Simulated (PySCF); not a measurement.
## Two-component Hartree-Fock for Pm³²⁺ (promethium, charge +32)

Start: [Ar] 3d10 4s1; 4s1/2 filled at m_j = +1/2. Calculated with PySCF 2.14 in an uncontracted even-tempered set (17 s from 3.1 bohr⁻², ratio 2.8; 13 p from 4.1 bohr⁻², ratio 2.8; 8 d from 7.2 bohr⁻², ratio 2.8; 4 f from 17 bohr⁻², ratio 3): generalised Hartree-Fock with the X2C-1e Hamiltonian and a Gaussian nucleus; one run each with spin-orbit coupling (SO) switched off, then screened by Boettger's factors.

```json
{"spinor shell": "1s1/2", "electrons": "2", "ε, spin-free (eV)": "-46644.3", "ε, screened SO (eV)": "-46637.6", "weight of nominal j (screened SO)": "1.000", "rms radius, screened SO (bohr)": "0.0264"}
{"spinor shell": "2s1/2", "electrons": "2", "ε, spin-free (eV)": "-8701.6", "ε, screened SO (eV)": "-8699.7", "weight of nominal j (screened SO)": "1.000", "rms radius, screened SO (bohr)": "0.107"}
{"spinor shell": "2p1/2", "electrons": "2", "ε, spin-free (eV)": "-7897.9", "ε, screened SO (eV)": "-8293.2", "weight of nominal j (screened SO)": "1.000", "rms radius, screened SO (bohr)": "0.0916"}
{"spinor shell": "2p3/2", "electrons": "4", "ε, spin-free (eV)": "-7897.9", "ε, screened SO (eV)": "-7726.5", "weight of nominal j (screened SO)": "1.000", "rms radius, screened SO (bohr)": "0.0977"}
{"spinor shell": "3s1/2", "electrons": "2", "ε, spin-free (eV)": "-2814.9", "ε, screened SO (eV)": "-2814.4", "weight of nominal j (screened SO)": "1.000", "rms radius, screened SO (bohr)": "0.274"}
{"spinor shell": "3p1/2", "electrons": "2", "ε, spin-free (eV)": "-2555.8", "ε, screened SO (eV)": "-2640.3", "weight of nominal j (screened SO)": "1.000", "rms radius, screened SO (bohr)": "0.265"}
{"spinor shell": "3p3/2", "electrons": "4", "ε, spin-free (eV)": "-2555.8", "ε, screened SO (eV)": "-2518.9", "weight of nominal j (screened SO)": "1.000", "rms radius, screened SO (bohr)": "0.277"}
{"spinor shell": "3d3/2", "electrons": "4", "ε, spin-free (eV)": "-2212.2", "ε, screened SO (eV)": "-2227.8", "weight of nominal j (screened SO)": "1.000", "rms radius, screened SO (bohr)": "0.246"}
{"spinor shell": "4s1/2", "electrons": "1", "ε, spin-free (eV)": "-1297.7", "ε, screened SO (eV)": "-1297.6", "weight of nominal j (screened SO)": "1.000", "rms radius, screened SO (bohr)": "0.583"}
```

(1) Where does 3d5/2 lie, and what is the 3d spin-orbit splitting (screened SO)?

```json
{"quantity": "E (hartree)", "spin-free": "-9453.73259", "screened SO": "-9458.91404"}
{"quantity": "M_J", "spin-free": "1/2", "screened SO": "1/2"}
{"quantity": "⟨J²⟩", "spin-free": "0.750", "screened SO": "0.750"}
{"quantity": "⟨L²⟩", "spin-free": "0.000", "screened SO": "0.026"}
{"quantity": "⟨S²⟩", "spin-free": "0.750", "screened SO": "0.777"}
```

Each row is a mean over spinors that exchange with the open shell spreads, by up to 4.349 eV (3s1/2).

Breit and QED terms are absent; they matter most for the inner s and p1/2 levels.

Densities and radii are taken from the X2C orbitals without a picture-change correction, which distorts them close to the nucleus.

Without spin-orbit coupling the j labels of p, d and f shells carry no meaning; the spin-free column gives the mean over the occupied spinors of each nl shell.

Results:

(1) At -2201.6 eV, 26.217 eV above 3d3/2.
